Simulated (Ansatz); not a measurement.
Isolated molecules relaxed with PBE0-D4/def2-TZVP in Ansatz; ΔE leaves out vibrations. CCSD(T)/CBS is the MP2 limit (def2-TZVPP, def2-QZVPP) plus CCSD(T) − MP2 in def2-TZVPP, frozen cores. Each species was taken in one conformer, which may not be the lowest.

Consider the redistribution: `C=CO[SiH2]C` + `C[NH][Al]([F])[Cl]` → `C=CO[SiH2]F` + `C[NH][Al]([CH3])[Cl]`.

```csv
species,CCSD/CBS(def2) energy (Eh)
`C=CO[SiH2]C`,-483.20792
`C[NH][Al]([F])[Cl]`,-896.90034
`C=CO[SiH2]F`,-543.19915
`C[NH][Al]([CH3])[Cl]`,-836.89720
```

**Question.** Work out ΔE.

**Answer.** ΔE = (-543.19915) + (-836.89720) − (-483.20792) − (-896.90034) = 0.01191 Eh = +0.32 eV. CCSD(T)/CBS gives +0.33 eV.

Largest T1 diagnostic among the species: 0.012.

In def2-TZVPP, CCSD(T) changes the Hartree–Fock value by +0.05 eV (the triples alone add +0.00 eV) and MP2 by +0.07 eV. The D4 term adds +0.04 eV with B3LYP and +0.02 eV with PBE0; it sums over pairs of atoms, weighted by their polarisabilities, and B3LYP, whose exchange is more repulsive, gets the larger term.

B3LYP here is the variant with VWN-RPA as its local correlation; programs differ in this.
